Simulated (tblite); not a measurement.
Species: C4H11FO2Si3.
Bonds: C1–C2 (double), C2–F3, C2–Si4, Si4–C5, C5–O6, O6–C7, Si4–Si8, Si8–O9, O9–Si10, Si4–Si10. Hydrogens: H11, H12 on C1; H13, H14 on C5; H15, H16, H17 on C7; H18, H19 on Si8; H20, H21 on Si10.

Structure optimised with GFN2-xTB, isolated species.

(1) List the bond lengths, angles and torsions at this level.

Results:

(1) 
```csv
bond,length (Å)
C1=C2,1.323
C2–F3,1.363
C2–Si4,1.913
Si4–C5,1.916
C5–O6,1.414
O6–C7,1.403
"Si4–Si8, Si4–Si10",2.361
"Si8–O9, O9–Si10",1.661
C1–H11,1.077
C1–H12,1.073
"C5–H13, C5–H14",1.098
"C7–H15, C7–H17",1.097
C7–H16,1.088
"Si8–H18, Si10–H21",1.460
"Si8–H19, Si10–H20",1.464
```

Bonds in one row agree within 0.01 Å and their mean is given. A selection of angles:
```csv
angle,degrees
C1–C2–F3,118.1
C1–C2–Si4,127.8
F3–C2–Si4,114.1
C2–Si4–C5,104.8
C2–Si4–Si8,119.6
C5–Si4–Si8,119.1
Si8–Si4–Si10,73.7
Si4–C5–O6,103.7
C5–O6–C7,113.6
Si4–Si8–O9,84.7
Si8–O9–Si10,116.8
```

Torsions: C1–C2–Si4–C5 180° (antiperiplanar); C2–Si4–C5–O6 -179° (antiperiplanar); Si4–C5–O6–C7 179° (antiperiplanar); C2–Si4–Si8–O9 113° (anticlinal); Si4–Si8–O9–Si10 3° (synperiplanar); Si8–O9–Si10–Si4 -3° (synperiplanar); C2–Si4–Si10–O9 -113° (anticlinal). The mirror-image conformer, all signs reversed, is as good.

Of the pairs four or more bonds apart, H13···H15 is among the closest relative to their van der Waals radii: 2.44 Å, 101 % of the sum of Bondi's values. The 4-membered ring Si4–Si8–O9–Si10 has internal angles of 73.7° to 116.8° (sum 360°, against 360° for a flat polygon); it is almost planar, 0.02 Å rms from its mean plane, widest ring torsion 3°. Si8 (oxygen-bound silicon) has angles from 84.7° to 122.4°. Si4 (four-coordinate silicon) has angles from 73.7° to 119.6°.

Point group: near Cs, missed by 0.10 Å at most; the miss may be what the optimiser left on a soft mode. Its GFN2-xTB frequencies are all real (lowest 20 cm⁻¹). The numbers are those of one conformer.

The numbers are calculated, not measured.
